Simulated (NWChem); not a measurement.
Molecule: AlGeH$_{5}$; SMILES [AlH2][GeH3]

All runs: NWChem. Pople sets run with spherical d functions. Coordinates come from a B3LYP/6-31G* (spherical d) optimisation. B3LYP is NWChem's, with the RPA form of VWN correlation. Ions are spin-unrestricted doublets at the neutral geometry; other ion states weren't tried.

For level M06-2X/6-31G*:

```yaml
"−ε(HOMO) (eV)": 8.53
```

Task: What are these values for level B3LYP/6-31G*?

Result: The −ε(HOMO) (eV) comes out as 7.34.
